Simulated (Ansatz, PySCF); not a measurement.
Another site gives an ion 0.75 eV lower (`[NH2+]=C=O`) at the level frozen-core CCSD(T)/cc-pVTZ // M06-2X/def2-TZVP (Ansatz, a quantum-chemistry and plane-wave program).

Excitations are Tamm–Dancoff values on a coarser integration grid. The basis has no diffuse functions, so Rydberg states are missing or too high.

Cartesian coordinates (Å):
```xyz
5

N      1.0799     0.0983     0.0821
C     -0.0296    -0.0259    -0.1315
O     -1.2129    -0.1765    -0.4695
H      2.0657     0.2099     0.2775
H     -1.8914    -0.1152     0.2363
```
Charge +1, spin multiplicity 1.

Problem. What LUMO, S1–T1 gap (TDA), hole reorganisation energy (four-point), T1 excitation (TDA), HOMO–LUMO gap, adiabatic ionisation energy (no zero-point term), HOMO and S1 excitation (TDA) does PBE-D3(BJ)/def2-TZVP // M06-2X/def2-TZVP run with PySCF 2.14.0 give?

Solution. 
```json
{
  "LUMO": "-8.02 eV",
  "S1–T1 gap (TDA)": "0.56 eV",
  "hole reorganisation energy (four-point)": "0.622 eV",
  "T1 excitation (TDA)": "7.17 eV",
  "HOMO–LUMO gap": "7.61 eV",
  "adiabatic ionisation energy (no zero-point term)": "19.71 eV",
  "HOMO": "-15.63 eV",
  "S1 excitation (TDA)": "7.73 eV"
}
```
